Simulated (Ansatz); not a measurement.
Input and output for HgI₂.

```yaml
crystal:
  periodic: [false, false, false]
  atoms:
    - {symbol: Hg, position_ang: [0.000020, 0.000013, -0.000025]}
    - {symbol: I, position_ang: [-0.017092, -0.021395, 2.602141]}
    - {symbol: I, position_ang: [0.017082, 0.021393, -2.602116]}
basis:
  gaussian: {orbitals: def2-SVPD, nuclear_model: gaussian}
hamiltonian: {xc: {name: RPBE}}
output: {forces: true}
```

```sh
$ ansatz run in.yaml --threads 2 --pin off --events-out ev --progress --plain --max-ram 4352MiB
```

Shortened log:

```
Functional definition: RPBE
1085 factors; their error is unknown
mean field evaluation 1: about -20384.3595 eV, gradient 2.5e1 eV
mean field evaluation 2: about -20378.4859 eV, gradient 5.1e1 eV
mean field evaluation 4: about -20386.2155 eV, gradient 1.8e0 eV
mean field evaluation 8: about -20386.2008 eV, gradient 2.9e-2 eV
mean field evaluation 16: about -20386.2008 eV, gradient 5.2e-6 eV
mean field -20386.20083080 eV, -749.1790622686 hartree, gradient 5.2e-6 eV, S^2 0.000000; 0 other end points of the search recorded, 0 dependent functions left out
reference -20386.20088882 eV, -749.1790644010 hartree; 35, 35 occupied and 70, 70 virtual orbitals, 1085 factors
Total energy: -20386.20088882 eV, -749.1790644010 hartree
Atom 0 at     0.000020     0.000013    -0.000025 Å, force    -0.000021    -0.000015     0.000853 eV/Å
Atom 1 at    -0.017092    -0.021395     2.602141 Å, force    -0.003605    -0.004519     0.550162 eV/Å
Atom 2 at     0.017082     0.021393    -2.602116 Å, force     0.003626     0.004535    -0.551014 eV/Å
Dipole moment:     0.000007     0.000004    -0.000059 e Å
```

Run time 2 s (2 threads of Intel Xeon Platinum 8259CL on a shared host).

In the def2 sets Hg, I take a core potential; there is no spin–orbit coupling.
